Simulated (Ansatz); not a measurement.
`[NH2][GeH]([F])[SiH3]` + `[CH3][AlH][SnH3]` → `[SiH3][AlH][SnH3]` + `[CH3][GeH]([NH2])[F]`  (redistribution)

Gas-phase electronic energies from Ansatz, PBE0-D4/def2-TZVP geometries. CCSD(T)/CBS adds triple-zeta CCSD(T) − MP2 to the extrapolated MP2 energy (def2 sets, frozen cores). DFT in def2-TZVPP. B3LYP here is the variant with VWN-RPA as its local correlation; programs differ in this. Elements past krypton have def2 core potentials. For Ge, Sn outer-core shells are correlated without core-valence functions, which leaves a few kJ/mol of doubt a bond. Scalar relativity is left out up to krypton. Each species was taken in one conformer, which may not be the lowest.

```csv
level,ΔE (kcal/mol)
B3LYP-D4,2.3
ωB97X-V,1.1
PBE,1.3
SCS-MP2/def2-TZVPP,0.7
```

(1) What does CCSD(T)/CBS give? (An estimate is asked.)

Largest T1 diagnostic among the species: 0.014.

## Answers

(1) Computed: +0.7 kcal/mol. The listed levels differ from it by 1.6, 0.4, 0.6, 0.0 kcal/mol.
